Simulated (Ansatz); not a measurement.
`CB(O)[SeH]` + H–F → `CB(F)[SeH]` + H₂O  (ligand exchange at a B–O bond)

Calculated with Ansatz (gas phase, PBE0-D4/def2-TZVP geometries, no zero-point term in ΔE). CCSD(T)/CBS adds triple-zeta CCSD(T) − MP2 to the extrapolated MP2 energy (def2 sets, frozen cores). This one scheme is used for every species. DFT in def2-TZVPP. For Se outer-core shells are correlated without core-valence functions, which leaves a few kJ/mol of doubt a bond. Scalar relativity is left out up to krypton. Each species was taken in one conformer, which may not be the lowest.

`CB(O)[SeH]`:

Cartesian coordinates in Å:
```
C 0.787 -0.904 -0.130
B -0.204 0.303 0.022
O -1.472 0.166 0.491
Se 0.388 2.096 -0.479
H 0.947 -1.387 0.841
H 1.764 -0.627 -0.527
H 0.361 -1.665 -0.794
H -1.692 -0.742 0.716
H -0.877 2.760 -0.140
```

H–F:

Cartesian coordinates in Å:
```
F 0.129 -0.437 0.064
H -0.129 0.437 -0.064
```

`CB(F)[SeH]`:

Z-matrix (Å, degrees):
```
C
B 1 1.557
H 1 1.096 2 109.2
H 1 1.089 2 114.6 3 121.9
H 1 1.095 2 109.4 3 -115.8
F 2 1.330 1 119.3 3 59.2
Se 2 1.950 1 126.3 3 -120.7
H 7 1.466 2 94.6 1 -0.1
```

H₂O:

Z-matrix (Å, degrees):
```
O
H 1 0.960
H 1 0.960 2 105.1
```

```
         level  ΔE (eV)
   LDA (SPW92)    -0.09
MP2/def2-QZVPP    -0.08
```

**Question.** What does CCSD(T)/CBS give? (An estimate is asked.)

**Answer.** Ansatz gave: -0.11 eV. The listed levels differ from it by 0.02, 0.03 eV.

Largest T1 diagnostic among the species: 0.011.

The D4 term adds +0.03 eV with B3LYP and +0.02 eV with PBE0; it sums over pairs of atoms, weighted by their polarisabilities, and B3LYP, whose exchange is more repulsive, gets the larger term. In def2-TZVPP, CCSD(T) changes the Hartree–Fock value by +0.10 eV (the triples alone add +0.01 eV) and MP2 by +0.13 eV.

B3LYP here is the variant with VWN-RPA as its local correlation; programs differ in this.
